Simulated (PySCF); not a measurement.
Se(F)(NMe2) (C2H6FNSe), SMILES CN(C)[Se]F. Coordinates come from a PBE-D3(BJ)/def2-SVP optimisation. The structure was generated by enumeration, and PubChem lists no compound with its InChIKey, so it may never have been made. Other conformers were not sampled.

Computed equilibrium geometry at PBE-D3(BJ)/def2-SVP (PySCF confirms it by a frequency run) as bond lengths and angles, and its point group (one conformer of several):
point group Cs.
Atoms: Se1 F2 N3 C4 C5 H6 H7 H8 H9 H10 H11. Bond lengths (Å): Se1–F2 1.838, Se1–N3 1.790, N3–C4 1.459, N3–C5 1.459, C4–H6 1.114, C4–H7 1.112, C4–H8 1.105, C5–H9 1.112, C5–H10 1.114, C5–H11 1.105. Angles (°): F2–Se1–N3 105.1, Se1–N3–C4 120.3, Se1–N3–C5 120.3, C4–N3–C5 114.7, N3–C4–H6 112.0, N3–C4–H7 109.7, N3–C4–H8 109.7, H6–C4–H7 108.0, H6–C4–H8 108.6, H7–C4–H8 108.9, N3–C5–H9 109.7, N3–C5–H10 112.0, N3–C5–H11 109.7, H9–C5–H10 108.0, H9–C5–H11 108.9, H10–C5–H11 108.6.
Charge 0, spin multiplicity 1.
